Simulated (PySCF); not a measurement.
C4H4F2O2, SMILES CC1=COC(F)(F)O1. Coordinates come from a PBE0-D3(BJ)/def2-SVP optimisation. Other conformers were not sampled.

Computed equilibrium geometry at PBE0-D3(BJ)/def2-SVP (PySCF confirms it by a frequency run) as Cartesian coordinates in Å, and its point group (one conformer of several):
point group Cs.
```xyz
12

C     -0.5437     2.6432     0.0000
C      0.0297     1.2858     0.0000
C      1.2704     0.7957     0.0000
O      1.2225    -0.5813     0.0000
C     -0.1025    -0.9291     0.0000
F     -0.3916    -1.6743     1.0687
F     -0.3916    -1.6743    -1.0687
O     -0.8515     0.2198     0.0000
H      0.2579     3.3927     0.0000
H     -1.1749     2.7999     0.8888
H     -1.1749     2.7999    -0.8888
H      2.2493     1.2632     0.0000
```
